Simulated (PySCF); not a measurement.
CH7NOSi2, SMILES [SiH2]1CN[SiH2]O1. Geometry: PBE-D3(BJ)/def2-SVP. This is a generated structure with no PubChem entry under its InChIKey; it may be hypothetical. One conformer was computed; it need not be the lowest.

Computed equilibrium geometry at PBE-D3(BJ)/def2-SVP (PySCF confirms it by a frequency run) as Cartesian coordinates in Å (one conformer of several):
```xyz
12

C      1.2947    -0.8804    -0.1552
N      1.3211     0.5432     0.1898
Si    -0.1878     1.2930     0.6523
O     -1.2724     0.1720    -0.0009
Si    -0.5287    -1.1917    -0.6774
H      1.9765    -1.1079    -1.0061
H      1.5901    -1.5593     0.6828
H      2.2420     0.9441     0.3779
H     -0.3346     2.6629     0.0488
H     -0.4646     1.4023     2.1313
H     -0.7081    -1.2030    -2.1708
H     -1.1073    -2.4536    -0.1026
```
